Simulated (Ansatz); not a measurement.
Constitutional and geometric isomers with formula H7BSi2. Isolated molecules, 0 K electronic values unless said otherwise. One relaxed conformer stands for each flexible species; it need not be the lowest. Strings in code marks are SMILES.

Quantity: electronic energy of isomers of H7BSi2 relative to `B[SiH2][SiH3]`, in kJ/mol.

Case: `[SiH3]B[SiH3]`. Geometry of `[SiH3]B[SiH3]` (neutral, multiplicity 1, Å):

```xyz
10

Si     1.7454     0.2094    -0.0897
B     -0.0109    -0.6970    -0.4217
Si    -1.7387     0.0468     0.2693
H      2.7656    -0.0010    -1.1528
H      1.6170     1.6697     0.1686
H      2.2490    -0.4280     1.1668
H     -0.0283    -1.7146    -1.0521
H     -1.5703     0.9259     1.4585
H     -2.2402     0.8987    -0.8538
H     -2.7789    -0.9738     0.5719
```

Predict the electronic energy of isomers of H7BSi2 relative to `B[SiH2][SiH3]` from frozen-core CCSD(T)/cc-pVQZ // PBE0-D3(BJ)/def2-TZVP (Ansatz, a quantum-chemistry and plane-wave program).

20.45 kJ/mol.
